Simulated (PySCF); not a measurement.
Compound: C6H16OSi2.
Atom-mapped SMILES: `[CH3:1][CH:2]([CH3:3])[Si@@H:4]1[CH2:5][CH2:6][Si@H:7]([CH3:8])[O:9]1` (hydrogens: H10, H11, H12 on C1; H13 on C2; H14, H15, H16 on C3; H17 on Si4; H18, H19 on C5; H20, H21 on C6; H22 on Si7; H23, H24, H25 on C8)

Cartesian coordinates in Å at the PBE0-D3(BJ)/def2-SVP level; atoms count from 1:
```xyz
25
C6H16OSi2 angstrom
C     -2.715    1.199   -0.857
C     -2.001    0.204    0.057
C     -2.968   -0.784    0.708
Si    -0.629   -0.701   -0.856
C      0.508   -1.729    0.264
C      1.933   -1.633   -0.327
Si     2.095    0.109   -1.063
C      2.682    1.385    0.170
O      0.488    0.394   -1.477
H     -3.480    1.771   -0.305
H     -2.009    1.917   -1.301
H     -3.228    0.682   -1.685
H     -1.486    0.772    0.856
H     -3.472   -1.409   -0.048
H     -2.460   -1.462    1.413
H     -3.758   -0.257    1.270
H     -1.223   -1.504   -1.974
H      0.480   -1.265    1.267
H      0.178   -2.772    0.398
H      2.713   -1.876    0.413
H      2.049   -2.357   -1.152
H      2.950    0.156   -2.287
H      2.573    2.403   -0.236
H      3.743    1.231    0.422
H      2.097    1.328    1.102
```

Method used: PBE0-D3(BJ)/def2-SVP geometry optimisation, gas phase in PySCF 2.14.0.

Masses are those of the commonest isotopes; rigid-rotor values at the optimised geometry. The values belong to one conformer with, in the numbering `[CH3:1][CH:2]([CH3:3])[Si@@H:4]1[CH2:5][CH2:6][Si@H:7]([CH3:8])[O:9]1`, C1–C2–Si4–C5 170°, C2–Si4–C5–C6 -144°, Si4–C5–C6–Si7 34°, C5–C6–Si7–C8 88°, C6–Si7–O9–Si4 12°.

Task: Give the principal moments of inertia and the rotational constants in cm⁻¹.

Result: Ia = 252.31, Ib = 702.51, Ic = 804.30 u·Å²; 505379 MHz·u·Å²/I gives 2003, 719.4 and 628.3 MHz, that is A = 0.06681, B = 0.02400, C = 0.02096 cm⁻¹.

Task: Classify the top.

Result: An asymmetric top: κ = (2 × 719.4 − 2003 − 628.3)/(2003 − 628.3) = -0.87.

Task: Is it planar, by Δ = Ic − Ia − Ib?

Result: Not planar: Δ = Ic − Ia − Ib = -150.52 u·Å². For a rigid frame Δ = −2 Σ m c², so Σ m c² = 75.26 u·Å² lies off the ab plane: 24.77 from hydrogen and 50.49 from heavier atoms. The atom farthest from that plane is 2.13 Å away.

Task: Give the other two planar moments, Paa and Pbb, and the rms extents of the mass along the axes.

Result: Paa = Σ m a² = (Ib + Ic − Ia)/2 = 627.25 and Pbb = Σ m b² = (Ia + Ic − Ib)/2 = 177.05 u·Å². With the mass M = 160.07 u, the rms extents √(P/M) along a, b and c are 1.98, 1.05, 0.69 Å.

Task: Where do the levels up to J = 5 lie, in MHz?

Result: Above 0(0,0):
J = 1: 1(0,1) 1348, 1(1,1) 2631, 1(1,0) 2722
J = 2: 2(0,2) 4039, 2(1,2) 5236, 2(1,1) 5509, 2(2,1) 9360, 2(2,0) 9365
J = 3: 3(0,3) 8063, 3(1,3) 9140, 3(1,2) 9686, 3(2,2) 13403, 3(2,1) 13426, 3(3,1) 20052, 3(3,0) 20052
J = 4: 4(0,4) 13408, 4(1,4) 14340, 4(1,3) 15249, 4(2,3) 18790, 4(2,2) 18860, 4(3,2) 25452, 4(3,1) 25453, 4(4,1) 34748, 4(4,0) 34748
J = 5: 5(0,5) 20057, 5(1,5) 20832, 5(1,4) 22193, 5(2,4) 25519, 5(2,3) 25678, 5(3,3) 32205, 5(3,2) 32209, 5(4,2) 41497, 5(4,1) 41497, 5(5,1) 53449, 5(5,0) 53449
Those of J = 1 are B + C, A + C and A + B.

Task: Predict some low-J microwave lines.

Result: The dipole components are |μa| = 0.09 D, |μb| = 0.92 D, |μc| = 1.50 D. The squared components, which scale the intensities, stand as 0.00 : 0.37 : 1.00 (a : b : c). Some lines, for components of 0.1 D or more:

| type | branch | J(Ka,Kc) | MHz | lower level (cm⁻¹) |
| --- | --- | --- | --- | --- |
| b | R | 3(1,2) ← 2(2,1) | 326 | 0.312 |
| b | R | 4(1,3) ← 3(2,2) | 1846 | 0.447 |
| c | R | 1(1,0) ← 0(0,0) | 2722 | 0.000 |
| b | Q | 4(2,2) ← 4(1,3) | 3611 | 0.509 |
| b | Q | 3(2,1) ← 3(1,2) | 3741 | 0.323 |
| b | Q | 2(2,0) ← 2(1,1) | 3856 | 0.184 |
| b | Q | 3(2,2) ← 3(1,3) | 4263 | 0.305 |
| c | Q | 3(3,1) ← 3(2,1) | 6625 | 0.448 |
| b | Q | 4(3,2) ← 4(2,3) | 6661 | 0.627 |
| c | R | 4(2,2) ← 3(1,2) | 9174 | 0.323 |
| c | Q | 4(4,1) ← 4(3,1) | 9295 | 0.849 |
| c | R | 4(2,3) ← 3(1,3) | 9651 | 0.305 |
| c | R | 3(3,0) ← 2(2,0) | 10687 | 0.312 |
| b | R | 3(3,0) ← 2(2,1) | 10692 | 0.312 |
| b | R | 4(3,2) ← 3(2,1) | 12025 | 0.448 |
| c | R | 4(4,0) ← 3(3,0) | 14696 | 0.669 |
| b | R | 4(4,0) ← 3(3,1) | 14696 | 0.669 |

Task: Estimate the classical rotational partition function at 200 K, 298.15 K and 500 K.

Result: Point group C1, symmetry number σ = 1; q = (√π/σ)·√((kT/h)³/(ABC)), k/h = 20836.6 MHz/K: 501000 at 200 K, 912000 at 298.15 K, 1980000 at 500 K.

No frequency check. These are rigid-rotor constants of the computed structure; measured ground-state constants (B0) also hold zero-point vibration. A rigid rotor knows nothing of internal rotation, which can split or shift real lines.
